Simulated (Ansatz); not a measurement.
C3H5Si, SMILES `[C]#C[SiH2]C` radical, relaxed with UKS PBE-D4/def2-SVP in the Gaussian-basis code of Ansatz from a rough embedded geometry. The force threshold is 0.03 eV/Å; the program also tests the step.

The species carries charge 0 and has multiplicity 2.

Start:

```xyz
9

C     2.989   -1.657   -0.238
C     1.754   -0.676    0.100
Si    0.282    0.467    0.472
C    -1.136   -0.029   -0.454
H     0.665    1.869    0.176
H    -0.025    0.395    1.949
H    -2.017    0.639   -0.237
H    -0.979    0.056   -1.538
H    -1.534   -1.065   -0.231
```

**Question.** How much energy does the relaxation release, and in how many steps? (Estimate.)

**Answer.** The calculation gave: 53.72 kcal/mol, in 11 steps, 1 of them rejected.

**Question.** Which bonds change most? (An estimate is asked.)

**Answer.** Computed: C1–C2 from 1.613 to 1.243 Å; Si3–C4 from 1.765 to 1.883 Å; C2–Si3 from 1.901 to 1.850 Å; C4–H9 from 1.132 to 1.108 Å.

**Question.** Give the relaxed structure. (Estimate.)

**Answer.** The calculation gave: 
```xyz
9

C     2.642   -1.436   -0.278
C     1.753   -0.705    0.190
Si    0.344    0.450    0.513
C    -1.166   -0.056   -0.492
H     0.791    1.843    0.171
H     0.067    0.379    1.991
H    -2.021    0.612   -0.263
H    -0.951    0.010   -1.577
H    -1.461   -1.098   -0.256
```
